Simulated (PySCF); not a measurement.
Bonds (- single, = double, # triple, : aromatic): C1#C2 1.201 Å, C2-C3 1.413 Å, C3-F4 1.346 Å, C3=C5 1.332 Å, C5-C6 1.494 Å, C6-F7 1.359 Å, C6-F8 1.359 Å. C1 carries H9; C5 carries H10; C6 carries H11. Stereochemistry as in C#C/C(F)=C/C(F)F.

Calculated, not measured (PySCF): shieldings: GIAO PBE0/pcSseg-1, structure optimised with GFN2-xTB. Non-relativistic Hamiltonian, in vacuum, one conformer, averaged over atoms made equivalent by symmetry, fast rotation or ring inversion.

Shifts are taken against calculated references (same method and geometry level): $^{13}$C (186.93 ppm), $^{1}$H (31.72 ppm) against TMS; $^{19}$F (170.95 ppm) vs CFCl3.

| atoms | nucleus | count | δ (ppm) |
| --- | --- | --- | --- |
| H11 | $^{1}$H | 1 | ? |
| H9 | $^{1}$H | 1 | 3.00 |
| C6 | $^{13}$C | 1 | 115.9 |
| C2 | $^{13}$C | 1 | 79.2 |
| F4 | $^{19}$F | 1 | ? |
| F7/F8 | $^{19}$F | 2 | -130.5 |
| C3 | $^{13}$C | 1 | 154.5 |
| C1 | $^{13}$C | 1 | 94.1 |
| C5 | $^{13}$C | 1 | ? |
| H10 | $^{1}$H | 1 | 5.82 |

Complete the table.

Answers


- C5: 122.2 ppm, alkene CH; as expected for a trigonal carbon in a double bond
- H11: 7.01 ppm, hydrogen on an allylic sp3 CH bonded to 2 F; its carbon carries F, an electronegative neighbour
- F4: -108.0 ppm, vinylic fluorine

Shifts are as computed. Against solution values, carbons near 30 ppm lie about +3 ppm off and those near 130 ppm about +5 ppm. Of 1211 compounds with measured shifts, 218 miss one by over three times the rms of a fit or turn the order of signals round; such compounds aren't used in these exercises. Unscaled 19F shifts against computed CFCl3 carry errors that often reach 10 to 50 ppm.
